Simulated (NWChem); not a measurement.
Atomisation of FNa

```xyz
2

Na     0.0000     0.0000    -0.8497
F      0.0000     0.0000     1.0385
```
Charge 0, spin multiplicity 1.

The numbers come from NWChem runs, not from measurements. The geometry was optimised at PBE0/def2-SVP, a minimum by its harmonic frequencies.

Basis set: def2-TZVP. The atomisation energy is electronic alone: no zero-point, thermal, spin-orbit or counterpoise terms. No value is extrapolated to the basis-set limit. Free atoms are single determinants with multiplicities Na 2, F 2. Correlated methods freeze the same cores in atoms and molecule, 2 orbitals in all.

```json
[
 {"method": "LDA (SVWN5)", "atomisation energy (kcal/mol)": "127.8"},
 {"method": "MP2", "atomisation energy (kcal/mol)": "113.7"},
 {"method": "BHandHLYP", "atomisation energy (kcal/mol)": "100.2"},
 {"method": "HF", "atomisation energy (kcal/mol)": "66.0"},
 {"method": "B3LYP", "atomisation energy (kcal/mol)": "108.7"},
 {"method": "PBE", "atomisation energy (kcal/mol)": "112.2"},
 {"method": "PBE0", "atomisation energy (kcal/mol)": "105.4"},
 {"method": "BP86", "atomisation energy (kcal/mol)": "113.0"},
 {"method": "M06-2X", "atomisation energy (kcal/mol)": "111.3"},
 {"method": "CCSD(T)", "atomisation energy (kcal/mol)": "106.7"}
]
```

The values span 61.8 kcal/mol, from HF (lowest) to LDA (SVWN5) (highest). 

B3LYP has NWChem's definition, with VWN1-RPA local correlation. The structure started from a generated list of species. No SCF solution was tested for a lower state. Open-shell Hartree-Fock references start from PBE0 orbitals. Coupled-cluster values serve here as a point of comparison, not as the truth.
